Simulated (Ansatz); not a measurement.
`[SH][SnH2][SeH]` + HCl → `[Cl][SnH2][SeH]` + H₂S at 700 K and 1 bar (ligand exchange at the Sn–S bond).

Isolated molecules relaxed with PBE0-D4/def2-TZVP in Ansatz; ΔE leaves out vibrations. CCSD(T)/CBS is the MP2 limit (def2-TZVPP, def2-QZVPP) plus CCSD(T) − MP2 in def2-TZVPP, frozen cores. This one scheme is used for every species. def2 core potentials past Kr. For Se, Sn outer-core shells are correlated without core-valence functions, which leaves a few kJ/mol of doubt a bond. Scalar relativity is left out up to krypton. Each species was taken in one conformer, which may not be the lowest.

```csv
species,CCSD(T)/CBS energy (Eh),H − E (kJ/mol),S (J/(mol·K))
`[SH][SnH2][SeH]`,-3014.95398,147.5,467.7
HCl,-460.38127,38.4,211.8
`[Cl][SnH2][SeH]`,-3076.37402,118.7,432.0
H₂S,-398.97279,64.8,236.9
```

H − E and S are ideal-gas, rigid-rotor, harmonic terms from PBE0-D4/def2-TZVP, for one conformer and one mirror image of each species. 1 Eh = 2625.50 kJ/mol, R = 8.31446 J/(mol·K).

**Question.** By hand: ΔE, ΔH, ΔS and ΔG.

**Answer.** ΔE = (-3076.37402) + (-398.97279) − (-3014.95398) − (-460.38127) = -0.01156 Eh = -30.4 kJ/mol. Δ(H − E) = 118.7 + 64.8 − 147.5 − 38.4 = -2.4, so ΔH = -32.8 kJ/mol. ΔS = 432.0 + 236.9 − 467.7 − 211.8 = -10.6 J/(mol·K). ΔG = -32.8 − 700 × (-10.6)/1000 = -25.4 kJ/mol.

**Question.** By hand: the equilibrium constant, and the temperature at which ΔG would vanish if ΔH and ΔS stayed fixed.

**Answer.** log₁₀ K = −ΔG/(RT ln 10) = 1.9. ΔG = 0 at ΔH/ΔS = 3094 K, far beyond where these terms or the molecules hold.

The number of gas molecules stays the same, so ΔS is small and ΔH decides. A doubt of 5 kJ/mol in ΔE shifts log₁₀ K by 0.4 here. Other conformers and mirror images would add mixing entropy, several J/(mol·K) or more a flexible species. Modes under 60 cm⁻¹, often nearly free rotors, make the harmonic entropy too high. These are equilibria of isolated gas molecules and say nothing of rates. Largest T1 diagnostic: 0.011 (customary marks: 0.02 for closed shells, 0.045 for open ones).
